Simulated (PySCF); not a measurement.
SMILES COC(=O)[SiH2]C(C)(C)C (C6H14O2Si) (GFN2-xTB optimised geometry):

```
23

C      3.079     2.661    -2.111
O      2.527     1.815    -1.106
C      1.607     0.927    -1.497
O      1.238     0.825    -2.641
Si     1.009    -0.113     0.000
C     -0.911    -0.113     0.000
C     -1.437     1.326     0.000
C     -1.435    -0.833     1.244
C     -1.428    -0.828    -1.251
H      3.591     2.061    -2.866
H      3.779     3.322    -1.607
H      2.287     3.234    -2.596
H      1.520    -1.476    -0.174
H      1.565     0.518     1.198
H     -1.081     1.874     0.871
H     -2.527     1.330     0.019
H     -1.114     1.854    -0.895
H     -2.524    -0.849     1.242
H     -1.080    -1.860     1.274
H     -1.103    -0.333     2.151
H     -1.037    -0.361    -2.152
H     -2.517    -0.787    -1.287
H     -1.129    -1.874    -1.251
```

Calculation: PySCF with PBE/def2-SVP.

**Question.** What are the frontier orbital energies and the dipole moment?

**Answer.** HOMO-2 -7.19 eV, HOMO-1 -6.73 eV, HOMO -5.87 eV, LUMO -1.31 eV, LUMO+1 0.62 eV; dipole moment 1.30 D.

Meta-Löwdin charges at PBE/def2-SVP: C1 -0.11, O2 -0.29, C3 0.27, O4 -0.40, Si5 0.52, C6 -0.12, C7 -0.30, C8 -0.30, C9 -0.31, H10 0.11, H11 0.12, H12 0.11, H13 -0.08, H14 -0.09, H15 0.10, H16 0.10, H17 0.10, H18 0.10, H19 0.10, H20 0.10, H21 0.11, H22 0.09, H23 0.10.
